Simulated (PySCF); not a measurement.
Compound: CH8OSi2.
Bonds: C1–Si2, Si2–O3, O3–Si4. Hydrogens: H5, H6, H7 on C1; H8, H9 on Si2; H10, H11, H12 on Si4.

Method: EOM-IP-CCSD/aug-cc-pVDZ in PySCF, restricted Hartree–Fock reference, 12 core orbitals frozen, non-relativistic, gas phase, PBE0-D3(BJ)/def2-SVP geometry.

The vertical ionisation energies are 10.65, 10.79, 12.10, 12.30, 13.64, 13.71, 14.04, 14.64 eV.

Task: Which Hartree–Fock orbital leads each hole, and what is its Koopmans value −ε?

Result: 
```tsv
leading hole (HF orbital)	Koopmans (eV)	EOM-IP-CCSD (eV)	change (eV)	one-hole share
HOMO	11.75	10.65	-1.10	0.95
HOMO-1	11.84	10.79	-1.05	0.95
HOMO-2	12.84	12.10	-0.74	0.95
HOMO-3	12.93	12.30	-0.63	0.95
HOMO-4	14.80	13.64	-1.16	0.94
HOMO-5	15.02	13.71	-1.31	0.94
HOMO-6	15.51	14.04	-1.47	0.94
HOMO-7	15.89	14.64	-1.25	0.95
```

Task: Does the order of the lines follow the orbital energies?

Result: Yes, no two lines change places. The corrections run from -1.47 to -0.63 eV, with a mean of -1.09 eV over the 8 lines; no line lies above its Koopmans value. Koopmans values leave out both the relaxation of the orbitals and the change in correlation energy.

Task: At what kinetic energies would He I light (21.22 eV) eject these electrons?

Result: 10.57 eV (HOMO), 10.43 eV (HOMO-1), 9.12 eV (HOMO-2), 8.92 eV (HOMO-3), 7.58 eV (HOMO-4), 7.51 eV (HOMO-5), 7.18 eV (HOMO-6), 6.58 eV (HOMO-7).

Lines less than 0.15 eV apart could change places at a higher level. One root was sought for each valence orbital with −ε under 21 eV, eight at most, so deeper holes and satellites are missing; no vibrational structure.

The run took 6.6 min on an Arm Neoverse V1 with one thread, no GPU, on a shared host.
